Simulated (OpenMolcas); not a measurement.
OpenMolcas run: C⁺

Input:

```
&GATEWAY
Coord
1

C 0.0 0.0 0.0
Basis=ANO-RCC-VTZP
Group=XYZ
NoMove
AngMom=0.0 0.0 0.0
AMFI
&SEWARD
* reference wave functions (RASSCF and RASSI steps not shown): 1 electron in 3 orbitals (2p)
>>> COPY JOB001 $Project.JobIph
&CASPT2
Multistate=3 1 2 3
Frozen=0 0
IPEA=0.0
Imaginary=0.1
MaxIter=60
WThr=0.0 0.3 0.05
PrWF=0.5
NoMix
```

Output, cut to the results:

```
--- CASPT2 ---
Orbital specifications:
      -----------------------

      Symmetry species                           1   2
                                                ag  au
      Frozen orbitals                            0   0
      Inactive orbitals                          2   0
      Active orbitals                            0   3
      Secondary orbitals                        12  13
      Deleted orbitals                           0   0
      Number of basis functions                 14  16
Type of calculation                        MS-CASPT2
      Fock operator                              state-specific
      IPEA shift                                 0.00
      Real shift                                 0.00
      Imaginary shift                            0.10
      The input orbitals will be transformed to quasi-canonical
Reference energy:         -37.3070509383
      E2 (Non-variational):      -0.0651857963
      Shift correction:          -0.0001333303
      E2 (Variational):          -0.0653191266
      Total energy:             -37.3723700649
      Residual norm:              0.0000002454
      Reference weight:           0.97463
      Contributions to the CASPT2 correlation energy
      Active & Virtual Only:          0.0000000000
      One Inactive Excited:          -0.0307142760
      Two Inactive Excited:          -0.0344715203
Reference energy:         -37.3070509383
      E2 (Non-variational):      -0.0651857963
      Shift correction:          -0.0001333303
      E2 (Variational):          -0.0653191266
      Total energy:             -37.3723700649
      Residual norm:              0.0000002454
      Reference weight:           0.97463
      Contributions to the CASPT2 correlation energy
      Active & Virtual Only:          0.0000000000
      One Inactive Excited:          -0.0307142760
      Two Inactive Excited:          -0.0344715203
::    CASPT2 Root  1     Total energy:    -37.37237006
::    CASPT2 Root  2     Total energy:    -37.37237006
::    CASPT2 Root  3     Total energy:    -37.37237006
::    MS-CASPT2 Root  1     Total energy:    -37.37237006
::    MS-CASPT2 Root  2     Total energy:    -37.37237006
::    MS-CASPT2 Root  3     Total energy:    -37.37237006
```

Levels above the lowest, from the spin-orbit matrix with the single-state CASPT2 energies, averaged by term, on its diagonal:

```
Configuration  Term    J  E (cm-1)  Measured (cm-1)      g  Term weight %
       2s2 2p   2P*  1/2       0.0              0.0  0.666            100
       2s2 2p   2P*  3/2      62.5             63.4  1.334            100
```

Against the measured value (NIST Handbook of Basic Atomic Spectroscopic Data): 2s2 2p 2P* 3/2: computed 62.5, measured 63.4 cm-1 (-1.5 %).

With one active electron, CASPT2 adds the correlation within the correlated inactive shells and between them and that electron, and leaves the splitting within a term as the reference gives it. Computed and measured levels are paired by configuration, term and J; levels that our copy of the source lacks, or whose pairing is in doubt (as where it misses far off the trend of its configuration), stay unpaired and out of the deviations. Only configurations of the active space appear.

The term weight is that of the spin-free term in the level, not the purity of its configuration. * marks odd parity.
